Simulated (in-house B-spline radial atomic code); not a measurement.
Radial electron density of P²⁺, [Ne] 3s2 4f1. Computed with a radial B-spline atomic code at the basis-set limit: scalar-relativistic (X2C) TPSS, spin-polarised, spherical fractional occupations, Fermi nucleus of rms radius 3.1889 fm.

Columns: r (bohr), 4πr²n(r) (electrons per bohr), bar.

```
 0.00371   0.3769 #
 0.00456    0.549 #
 0.00559   0.7916 ##
 0.00686    1.136 ###
 0.00842    1.618 ####
  0.0103    2.269 ######
  0.0127    3.184 ########
  0.0156    4.372 ###########
  0.0191    5.864 ###############
  0.0235    7.736 ####################
  0.0288    9.868 #########################
  0.0353    12.16 ###############################
  0.0434     14.4 #####################################
  0.0532    16.17 ##########################################
  0.0653    17.09 ############################################
  0.0801    16.84 ###########################################
  0.0984    15.41 ########################################
   0.121    13.27 ##################################
   0.148    11.41 #############################
   0.182    10.73 ############################
   0.223    11.74 ##############################
   0.274    13.91 ####################################
   0.336     15.7 ########################################
   0.413    15.59 ########################################
   0.506    13.11 ##################################
   0.621    9.096 #######################
   0.763    5.181 #############
   0.936    2.728 #######
    1.15    1.818 #####
    1.41     1.64 ####
    1.73    1.378 ####
    2.12   0.8652 ##
    2.61   0.3864 #
     3.2   0.1788 
    3.92     0.17 
    4.82    0.218 #
    5.91   0.2169 #
    7.26   0.1271 
     8.9  0.04627 
    10.9  0.01043 
    13.4 0.001127 
    16.5 5.006e-05 
    20.2 9.203e-07
```

On this grid the curve has 3 maxima, near 0.0653, 0.336, 4.82 bohr.

The 3s down radial function P(r) = rR(r), positive near the nucleus:

```csv
r (bohr),P
0.00133,0.0148
0.00201,0.02186
0.00302,0.03196
0.00456,0.04661
0.00686,0.067
0.0103,0.09452
0.0156,0.1307
0.0235,0.1721
0.0353,0.2108
0.0532,0.2281
0.0801,0.1911
0.121,0.06248
0.182,-0.1573
0.274,-0.3778
0.413,-0.3954
0.621,-0.053
0.936,0.5172
1.41,0.8587
2.12,0.6474
3.2,0.2127
4.82,0.02562
```
